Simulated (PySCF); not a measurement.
# SnHg⁺: frontier orbitals

r²SCAN0 at R = 2.936 Å; Sn def2-SVP with ECP28, Hg def2-SVP with ECP60; scalar-relativistic core potentials (PySCF 2.14). State: ²Π (doublet), unpaired electrons π ↑. Only the outer orbitals are listed, counted within each symmetry, core potentials removing the inner ones.

```
spin  orbital  occ.  ε (eV)  on Sn (%)            main shells (%)
   α       6σ     1  -19.23         56           54 Sn s, 39 Hg d
   α       4π     1  -18.22          0                   100 Hg d
   α       4π     1  -18.21          0                   100 Hg d
   α       2δ     1  -18.01          0                   100 Hg d
   α       2δ     1  -18.01          0                   100 Hg d
   α       7σ     1  -17.73         38           59 Hg d, 38 Sn s
   α       8σ     1  -13.46         23           77 Hg s, 16 Sn p
   α       5π     1  -10.79         97                    97 Sn p
   α       5π     0   -8.56         95                    95 Sn p
   α       9σ     0   -8.04         65  65 Sn p, 19 Hg s, 16 Hg p
   α       6π     0   -4.44          5                    95 Hg p
   β       6σ     1  -18.80         26           70 Hg d, 24 Sn s
   β       4π     1  -18.22          0                   100 Hg d
   β       4π     1  -18.18          0                   100 Hg d
   β       2δ     1  -18.01          0                   100 Hg d
   β       2δ     1  -18.01          0                   100 Hg d
   β       7σ     1  -17.15         64           64 Sn s, 28 Hg d
   β       8σ     1  -13.38         23   77 Hg s, 14 Sn p, 9 Sn s
   β       5π     0   -8.18         94                    94 Sn p
   β       9σ     0   -7.74         63  63 Sn p, 21 Hg p, 15 Hg s
   β       5π     0   -7.14         89           89 Sn p, 10 Hg p
```

**Question.** Which are the highest filled and the lowest empty level, where do they sit, and how wide is the gap?

**Answer.** Highest filled α 5π at -10.79 eV (in %: 97 Sn p); lowest empty α 5π at -8.56 eV (in %: 95 Sn p); the gap at r²SCAN0 is 2.23 eV. Both belong to one degenerate shell, split only by its one-sided filling, so this is no excitation gap.

- bond order (Mayer): 0.67
- ⟨S²⟩: 0.756
- charge on Sn (Mulliken, basis-dependent): 0.72
- charge on Sn (Löwdin, basis-dependent): 0.67
- dipole moment (positive dipole points towards Hg; it is taken about the centre of mass and depends on that origin): -3.23 D

Spin–orbit coupling is left out. The state was picked by a PBE0 search and need not be the measured ground state.
